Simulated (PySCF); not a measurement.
Molfile (atoms numbered from 1):
```
C6H12ClFO
     RDKit          3D

 21 20  0  0  0  0  0  0  0  0999 V2000
   -1.8326    1.3562   -0.6398 C   0  0  0  0  0  0  0  0  0  0  0  0
   -1.2888    2.7760   -0.6794 C   0  0  0  0  0  0  0  0  0  0  0  0
    0.0962    2.9342   -0.0546 C   0  0  1  0  0  0  0  0  0  0  0  0
    1.1957    2.2576   -0.8526 C   0  0  0  0  0  0  0  0  0  0  0  0
    2.4116    2.4286   -0.1850 O   0  0  0  0  0  0  0  0  0  0  0  0
    3.5019    1.8905   -0.8659 C   0  0  0  0  0  0  0  0  0  0  0  0
    0.4509    4.3853    0.2167 C   0  0  2  0  0  0  0  0  0  0  0  0
   -0.4549    4.9362    1.0597 F   0  0  0  0  0  0  0  0  0  0  0  0
    0.4918    5.3581   -1.2921 Cl  0  0  0  0  0  0  0  0  0  0  0  0
   -1.2199    0.6554   -1.2270 H   0  0  0  0  0  0  0  0  0  0  0  0
   -2.8521    1.3173   -1.0516 H   0  0  0  0  0  0  0  0  0  0  0  0
   -1.8773    0.9728    0.3922 H   0  0  0  0  0  0  0  0  0  0  0  0
   -1.2584    3.1465   -1.7175 H   0  0  0  0  0  0  0  0  0  0  0  0
   -1.9759    3.4463   -0.1399 H   0  0  0  0  0  0  0  0  0  0  0  0
    0.0877    2.4721    0.9503 H   0  0  0  0  0  0  0  0  0  0  0  0
    1.2390    2.6994   -1.8696 H   0  0  0  0  0  0  0  0  0  0  0  0
    0.9651    1.1805   -0.9722 H   0  0  0  0  0  0  0  0  0  0  0  0
    3.3963    0.7976   -1.0163 H   0  0  0  0  0  0  0  0  0  0  0  0
    3.6406    2.3592   -1.8598 H   0  0  0  0  0  0  0  0  0  0  0  0
    4.4021    2.0738   -0.2632 H   0  0  0  0  0  0  0  0  0  0  0  0
    1.4533    4.4748    0.6543 H   0  0  0  0  0  0  0  0  0  0  0  0
  1  2  1  0
  2  3  1  0
  3  4  1  0
  4  5  1  0
  5  6  1  0
  3  7  1  0
  7  8  1  0
  7  9  1  0
  1 10  1  0
  1 11  1  0
  1 12  1  0
  2 13  1  0
  2 14  1  0
  3 15  1  1
  4 16  1  0
  4 17  1  0
  6 18  1  0
  6 19  1  0
  6 20  1  0
  7 21  1  1
M  END
```

Geometry: PBE0-D3(BJ)/def2-SVP; GIAO shifts from PySCF 2.14, gas phase, non-relativistic, averaged over equivalent atoms.

At B3LYP/pcSseg-1 (220 basis functions, 32 s wall time on 1 thread of an Arm Neoverse V2, shared host):
| atoms | δ (ppm) |
| --- | --- |
| C7 | 113.7 |
| C4 | 74.1 |
| C6 | 60.3 |
| C3 | 51.0 |
| C2 | 18.9 |
| C1 | 13.8 |
| O5 | 22.1 |
| F8 | -160.2 |
| Cl9 | 177.7 |
| H21 | 6.44 |
| H17 | 3.33 |
| H18/H19/H20 | 3.33 |
| H16 | 2.90 |
| H15 | 1.84 |
| H14 | 1.64 |
| H13 | 1.23 |
| H10/H11/H12 | 0.94 |

References, each an isolated molecule treated in the same way: $^{13}$C (σref 179.24), $^{1}$H (σref 31.38) vs TMS; $^{17}$O (σref 334.04) vs H2O; CFCl3 for $^{19}$F (σref 171.94); HCl for $^{35}$Cl (σref 930.46).

Question: Estimate the result of repeating the calculation with PBE0/pcSseg-1.

Answer: 
```csv
atoms,δ at PBE0/pcSseg-1,change
C7,110.9,-2.8
C4,72.2,-1.9
C6,59.2,-1.1
C3,48.9,-2.1
C2,17.6,-1.3
C1,13.2,-0.6
O5,14.6,-7.5
F8,-159.8,+0.4
Cl9,169.4,-8.3
H21,6.39,-0.05
H17,3.30,-0.03
H18/H19/H20,3.29,-0.04
H16,2.85,-0.05
H15,1.85,+0.01
H14,1.62,-0.02
H13,1.19,-0.04
H10/H11/H12,0.92,-0.02
```

Scale: $^{13}$C (184.41 ppm) and $^{1}$H (31.27 ppm) against TMS; $^{17}$O (334.56 ppm) against H2O; $^{19}$F (177.25 ppm) against CFCl3; HCl for $^{35}$Cl (943.27 ppm) (reference shieldings calculated alike).

The largest change is at Cl9 (chlorine bonded to C). Cost: 220 basis functions, 37 s wall time on 1 thread of an Arm Neoverse V2, shared host. The order of the carbon signals is the same at both levels.

Carbons that carry Cl, above all several Cl atoms, come out too deshielded, partly because spin–orbit coupling is missing. Unscaled 19F shifts against computed CFCl3 carry errors that often reach 10 to 50 ppm. Experimental scales use liquid or dissolved standards, which lie at an offset from isolated H2O (liquid H2O: subtract about 36 ppm).
